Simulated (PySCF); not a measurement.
An unknown shows these calculated signals:

1H NMR (600 MHz, computed): δ 7.82 (t, 1H), 4.54 (m, 2H), 3.13 (m, 1H), 1.18 (m, 2H), 1.03 (m, 2H), 0.37 (t, 3H).

13C{1H} NMR (computed): δ 199.7 (C), 155.8 (C), 144.1 (CH), 18.5 (CH), 17.7 (CH2), -8.5 (CH3).

- GIAO PBE0/pcSseg-1 shieldings
- geometry: GFN2-xTB
- code: PySCF 2.14.0 with density-fitted response routines
- a single conformation, gas phase, relativity neglected, fast rotation and ring inversion assumed for equivalent nuclei

Shifts are taken against calculated references (same method and geometry level): 1H (σ = 31.72 ppm), 13C (σ = 186.93 ppm) against TMS.

Question: Which of these does the molecule contain: a ketone, a three-membered ring, a heteroaromatic ring, an N-methyl group, a Si–CH3 group, an OH group?

Answer: 
- A ketone: yes (δC 199.7).
- A three-membered ring: yes.
- A heteroaromatic ring: no.
- An N-methyl group: no.
- A Si–CH3 group: yes (δC -8.5; δH 0.37 (t)).
- An OH group: no.

The data belong to `C[SiH2]/C=C(\Cl)C(=O)C1CC1`, C₇H₁₁ClOSi; they needn't prove each group on their own.

Carbon signals by region: 1 in the far downfield region (above 160 ppm), 2 in the sp2 and nitrile region (100–160 ppm), 3 below 50 ppm. Above 160 ppm: 199.7, ketone carbonyl carbon.

Carbons that carry Cl, above all several Cl atoms, come out too deshielded, partly because spin–orbit coupling is missing. Shifts are as computed. Against solution values, carbons near 30 ppm lie about +3 ppm off and those near 130 ppm about +5 ppm; carbons on Cl a further +6 ppm. Of 1211 compounds with measured shifts, 218 miss one by over three times the rms of a fit or turn the order of signals round; such compounds aren't used in these exercises. Multiplicities follow the n + 1 count of equivalent neighbours, as no J values were calculated; m marks all less simple cases, F and P coupling included.
